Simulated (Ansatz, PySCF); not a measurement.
Spin states of O2W (SMILES [O]=[W]=[O]), each relaxed with B3LYP-D3(BJ)/def2-TZVP.
State 1 (charge 0, multiplicity 1):
```tsv
atom	x (Å)	y (Å)	z (Å)
W	0.3996	-0.3350	0.4043
O	0.8038	0.3527	-1.0843
O	-1.2366	0.0297	0.6097
```
State 2 (charge 0, multiplicity 3):
```xyz
3

W      0.364    -0.304     0.367
O      0.896     0.349    -1.127
O     -1.293     0.003     0.690
```

Singlets are restricted, other states unrestricted; no spin–orbit coupling, no relativity up to Kr; see below for the cores. The largest T1 diagnostic is 0.036.

Correlated levels freeze the inner cores; with def2 sets outer-core shells near the valence are correlated too. CBS(a, b) extrapolates the correlation energy as X⁻³ and adds the Hartree–Fock energy of set b.

Programs: Ansatz (Gaussian orbitals); PySCF for the dispersion terms. Each number belongs to the level named beside it. In def2 rows elements past Kr take small-core potentials, without spin–orbit coupling.

PBE/def2-TZVPP gives 21.2 kJ/mol for the energy of the multiplicity-3 state less that of the multiplicity-1 state.

Where do these levels fall relative to PBE: PBE-D3(BJ)/def2-TZVPP, r2SCAN/def2-TZVPP, B3LYP/def2-TZVPP, wB97M-V/def2-TZVPP, B2PLYP/def2-TZVPP, CCSD(T)/CBS(def2-SVP, def2-TZVPP).

PBE-D3(BJ)/def2-TZVPP 0.1; r2SCAN/def2-TZVPP -34.1; B3LYP/def2-TZVPP -2.2; wB97M-V/def2-TZVPP -4.6; B2PLYP/def2-TZVPP 10.7; CCSD(T)/CBS(def2-SVP, def2-TZVPP) 22.0 kJ/mol. 3 of 6 lie above PBE; the widest gap is to r2SCAN/def2-TZVPP.

Doubts at one or more of the structures used: a restricted determinant that unrestricted orbitals would lower (B2PLYP/def2-TZVPP, CCSD(T)/CBS(def2-SVP, def2-TZVPP)).

Ansatz is a first-principles code.
